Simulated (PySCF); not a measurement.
Unknowns

- geometry from GFN2-xTB
- shieldings: GIAO PBE0/pcSseg-1
- code: PySCF
- in vacuum, relativity neglected, single conformer, fast rotation and ring inversion assumed for equivalent nuclei

δ = σ(ref) − σ, references computed at the same level: 1H (31.72 ppm) and 13C (186.93 ppm) against TMS. Where no couplings were computed, multiplicities follow the n + 1 count of equivalent neighbours, and m marks all less simple cases (inequivalent or close neighbours, rings, F or P nearby). Shifts are as computed. Against solution values, carbons near 30 ppm lie about +3 ppm off and those near 130 ppm about +5 ppm. Of 1309 compounds with measured shifts, 239 miss one by over three times the rms of a fit or turn the order of signals round; such compounds aren't used in these exercises. OH and NH positions are gas-phase values without hydrogen bonding to other molecules.

Task: C4H9NOSi2. 1H NMR (500 MHz, computed): δ 9.62 (s, 1H), 4.77 (s, 6H), 4.02 (s, 2H). 13C{1H} NMR (computed): δ 180.4 (CH), 103.8 (C), 90.8 (C), 42.6 (CH2). What is it?

Result: SMILES O=CC#CCN([SiH3])[SiH3]. The formula gives 3 degrees of unsaturation (no ring in the answer). 4 carbon signals for 4 carbons: no two carbons are equivalent. Carbon types of the structure: 2 × C, 1 × CH, 1 × CH2, leaving 6 H on heteroatoms. δC 180.4: aldehyde carbonyl carbon; the double bond to the heteroatom, with no lone-pair donor beside it, deshields it most. δC 103.8, 90.8: alkyne carbon; sp carbons lie upfield of alkene carbons because the cylindrical π system leaves one tensor component strongly shielded. δH 9.62: hydrogen on an aldehyde carbonyl carbon; the formyl region, downfield of aromatic protons. δH 4.02: hydrogen on a propargylic sp3 CH2 bonded to N; its carbon carries N, hence the downfield position.

The data come from this structure; uniqueness wasn't tested.

Task: C4H9NOSi2. 1H NMR (400 MHz, computed): δ 5.07 (m, 1H), 5.05 (m, 1H), 3.69 (s, 3H), 3.33 (m, 1H), 1.28 (m, 1H), 0.90 (m, 1H), 0.27 (m, 1H). 13C{1H} NMR (computed): δ 125.0 (C), 54.0 (CH3), 2.5 (CH2), 1.4 (CH). Identify the compound.

Result: `CO[SiH2][C@@H]1C[Si@H]1C#N`. Rings plus π bonds: 3 (1 ring in the answer). 4 carbon signals for 4 carbons: no two carbons are equivalent. Carbon types of the structure: 1 × C, 1 × CH, 1 × CH2, 1 × CH3, leaving 3 H on heteroatoms. δC 125.0: nitrile carbon; typical of a nitrile. δC 54.0: methyl carbon bonded to O; deshielded by the electronegative neighbour. δC 2.5, 1.4: three-membered-ring carbon; carbons of three-membered rings are unusually shielded. δH 3.69: hydrogen on a methyl carbon bonded to O; its carbon carries O, an electronegative neighbour.

The shifts were computed for this structure.

Task: C4H9NOSi2. 1H NMR (400 MHz, computed): δ 5.09 (q, 1H), 3.52 (d, 3H), 2.31 (s, 3H), 0.58 (br s, 2H). 13C{1H} NMR (computed): δ 188.2 (C), 108.5 (C), 104.7 (C), 36.7 (CH3). What is it?

Result: `InChI=1S/C4H9NOSi2/c1-4(6)2-3-8(5)7/h8H,5H2,1,7H3/t8-/m1/s1`. Rings plus π bonds: 3 (no ring in the answer). 4 carbon signals for 4 carbons: no two carbons are equivalent. Carbon types of the structure: 3 × C, 1 × CH3, leaving 6 H on heteroatoms. δC 188.2: carbonyl carbon of an ynone. δC 108.5, 104.7: alkyne carbon. δH 2.31: hydrogen on a methyl carbon α to a carbonyl; α to C=O. δH 0.58: hydrogen on a nitrogen bonded to Si; exchangeable, gas-phase position.

This is the structure that produced the data.
